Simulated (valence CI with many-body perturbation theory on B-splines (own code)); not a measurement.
Energy levels of Cr X

Computed by configuration interaction combined with many-body perturbation theory (CI+MBPT): five valence electrons over a frozen Dirac-Fock core [Ne], a basis of 11 s, 11 p, 10 d, 8 f, 5 g, 2 h functions for each j, with the one-electron correlation potential Σ1, the two-electron term Σ2, the three-electron term Σ3, Breit, model QED; selected CI, second order for the rest, scaled by the run's own slope (own B-spline code, finite nucleus).

No measured spectrum was set against this ion. As an estimate, levels of excited configurations hold to 0.05 to 0.15 % of their energy, terms of the ground configuration to about 0.5 %. Among the levels kept, up to 3100 cm⁻¹ of a level comes from second order outside the variational space, and about a tenth of that is noise between levels of different J, which matters for small intervals.

Levels 136 to 179 of 179, with energies above the lowest level, 3s2 3p3 4S°_3/2. "Leading %" is the weight of the configuration and term that name the level; weights of strongly mixed levels are sums over their largest components and can fall short. In the jj column 3d3/2^4 stands for four electrons in 3d with j = 3/2. Lifetimes count E1, E2, E3, M1 and M2 decay at the calculated energies, and are blank where another channel may lead or the interval is too uncertain; long ones can be off by a factor of two.

```
No.  Configuration  Term     J  E (eV)  Leading %     Second component  Lifetime                         Leading jj
136     3s2 3p 3d2   2G°   9/2  103.79         69   22 % 3s 3p3 3d 2G°   16.1 ps          3s^2 3p3/2 3d5/2^2 (40 %)
137      3s 3p3 3d   2D°   5/2  104.90         69  19 % 3s2 3p 3d2 2D°   9.52 ps      3s 3p1/2 3p3/2^2 3d5/2 (26 %)
138      3s 3p3 3d   2D°   3/2  105.14         67  15 % 3s2 3p 3d2 2D°   8.91 ps      3s 3p1/2 3p3/2^2 3d5/2 (32 %)
139     3s2 3p 3d2   4D°   7/2  105.71         79   14 % 3s 3p3 3d 4D°   9.72 ps          3s^2 3p3/2 3d5/2^2 (25 %)
140     3s2 3p 3d2   4D°   5/2  105.82         78   15 % 3s 3p3 3d 4D°   9.67 ps      3s^2 3p3/2 3d3/2 3d5/2 (42 %)
141     3s2 3p 3d2   4D°   3/2  105.93         78   15 % 3s 3p3 3d 4D°   9.62 ps      3s^2 3p3/2 3d3/2 3d5/2 (35 %)
142     3s2 3p 3d2   4D°   1/2  106.00         77   16 % 3s 3p3 3d 4D°   9.59 ps          3s^2 3p3/2 3d3/2^2 (46 %)
143      3s 3p3 3d   2S°   1/2  106.16         50  42 % 3s2 3p 3d2 2S°   8.97 ps      3s^2 3p3/2 3d3/2 3d5/2 (25 %)
144     3s2 3p 3d2   2F°   7/2  108.49         75   11 % 3s 3p3 3d 2F°   14.5 ps      3s^2 3p3/2 3d3/2 3d5/2 (37 %)
145         3p4 3d    4D   5/2  108.51         67   25 % 3s 3p2 3d2 4D   97.5 ps       3p1/2^2 3p3/2^2 3d3/2 (28 %)
146         3p4 3d    4D   7/2  108.53         68   25 % 3s 3p2 3d2 4D   95.3 ps       3p1/2^2 3p3/2^2 3d5/2 (34 %)
147         3p4 3d    4D   3/2  108.60         66   25 % 3s 3p2 3d2 4D   97.4 ps       3p1/2^2 3p3/2^2 3d3/2 (35 %)
148         3p4 3d    4D   1/2  108.71         67   25 % 3s 3p2 3d2 4D   96.1 ps         3p1/2 3p3/2^3 3d3/2 (47 %)
149     3s2 3p 3d2   2F°   5/2  108.76         74   10 % 3s 3p3 3d 2F°   13.1 ps      3s^2 3p3/2 3d3/2 3d5/2 (42 %)
150     3s2 3p 3d2   2P°   3/2  109.28         63   15 % 3s 3p3 3d 2P°   9.12 ps          3s^2 3p3/2 3d5/2^2 (18 %)
151     3s2 3p 3d2   2P°   1/2  109.37         86    6 % 3s 3p3 3d 2P°   16.1 ps          3s^2 3p1/2 3d3/2^2 (31 %)
152     3s2 3p 3d2   4S°   3/2  109.76         72   15 % 3s 3p3 3d 4S°   6.84 ps      3s^2 3p3/2 3d3/2 3d5/2 (28 %)
153     3s2 3p 3d2   2P°   1/2  110.51         42   30 % 3s 3p3 3d 2P°   7.80 ps          3s^2 3p3/2 3d5/2^2 (27 %)
154     3s2 3p 3d2   2P°   3/2  110.75         69   16 % 3s 3p3 3d 2P°   12.0 ps          3s^2 3p3/2 3d5/2^2 (40 %)
155     3s 3p2 3d2    6G   3/2  111.07         98                        13.4 ns      3s 3p1/2 3p3/2 3d3/2^2 (30 %)
156     3s 3p2 3d2    6G   5/2  111.21         98                        9.44 ns      3s 3p1/2 3p3/2 3d3/2^2 (30 %)
157     3s2 3p 3d2   2D°   3/2  111.23         64   15 % 3s 3p3 3d 2D°   8.76 ps      3s^2 3p3/2 3d3/2 3d5/2 (31 %)
158         3p4 3d    2P   1/2  111.39         68   14 % 3s 3p2 3d2 2P    104 ps       3p1/2^2 3p3/2^2 3d5/2 (29 %)
159     3s 3p2 3d2    6G   7/2  111.41         98                        6.55 ns  3s 3p1/2 3p3/2 3d3/2 3d5/2 (38 %)
160     3s2 3p 3d2   2D°   5/2  111.44         66   14 % 3s 3p3 3d 2D°   9.02 ps          3s^2 3p3/2 3d5/2^2 (39 %)
161     3s 3p2 3d2    6G   9/2  111.66         90        5 % 3p4 3d 4F   1.03 ns  3s 3p1/2 3p3/2 3d3/2 3d5/2 (53 %)
162         3p4 3d    4F   9/2  111.80         52   22 % 3s 3p2 3d2 4F    104 ps       3p1/2^2 3p3/2^2 3d5/2 (55 %)
163         3p4 3d    2D   3/2  111.92         39       12 % 3p4 3d 2P    168 ps         3p1/2 3p3/2^3 3d3/2 (25 %)
164     3s 3p2 3d2    6G  11/2  111.99         99                        12.3 ns      3s 3p1/2 3p3/2 3d5/2^2 (35 %)
165         3p4 3d    2P   3/2  112.01         35       12 % 3p4 3d 2D    132 ps         3p1/2 3p3/2^3 3d5/2 (20 %)
166         3p4 3d    4F   7/2  112.21         57   25 % 3s 3p2 3d2 4F   93.8 ps         3p1/2 3p3/2^3 3d5/2 (32 %)
167         3p4 3d    4P   1/2  112.33         48   40 % 3s 3p2 3d2 4P    190 ps  3s 3p1/2 3p3/2 3d3/2 3d5/2 (21 %)
168     3s 3p2 3d2    6G  13/2  112.36         99                         405 ns          3s 3p3/2^2 3d5/2^2 (48 %)
169     3s2 3p 3d2   2G°   7/2  112.36         60  21 % 3s2 3p 3d2 2F°   10.2 ps      3s^2 3p1/2 3d3/2 3d5/2 (39 %)
170         3p4 3d    4F   5/2  112.50         61   31 % 3s 3p2 3d2 4F   90.2 ps         3p1/2 3p3/2^3 3d3/2 (39 %)
171     3s2 3p 3d2   2G°   9/2  112.54         90    5 % 3s 3p3 3d 2G°   10.5 ps      3s^2 3p3/2 3d3/2 3d5/2 (56 %)
172         3p4 3d    2D   5/2  112.55         55   20 % 3s 3p2 3d2 2D    245 ps         3p1/2 3p3/2^3 3d5/2 (41 %)
173         3p4 3d    4F   3/2  112.63         61   31 % 3s 3p2 3d2 4F   90.1 ps         3p1/2 3p3/2^3 3d3/2 (25 %)
174         3p4 3d    4P   3/2  112.74         37   30 % 3s 3p2 3d2 4P    161 ps         3p1/2 3p3/2^3 3d5/2 (39 %)
175         3p4 3d    4P   5/2  112.89         48   43 % 3s 3p2 3d2 4P    206 ps         3p1/2 3p3/2^3 3d5/2 (24 %)
176     3s2 3p 3d2   2F°   5/2  113.07         76   10 % 3s 3p3 3d 2F°   11.3 ps      3s^2 3p3/2 3d3/2 3d5/2 (50 %)
177     3s2 3p 3d2   2F°   7/2  113.12         44  30 % 3s2 3p 3d2 2G°   11.0 ps          3s^2 3p3/2 3d5/2^2 (48 %)
178         3p4 3d    2G   7/2  113.31         60   23 % 3s 3p2 3d2 2G    183 ps         3p1/2 3p3/2^3 3d3/2 (41 %)
179         3p4 3d    2G   9/2  113.67         59   23 % 3s 3p2 3d2 2G    181 ps         3p1/2 3p3/2^3 3d5/2 (60 %)
```

Names give the largest LS component (configuration and term), which can be under half, so a name can repeat, a term be missing and a line seem to break the LS rules; names also repeat where a configuration has a term twice.

Where two levels of one J and parity lie close, their mixing, g and order are uncertain.
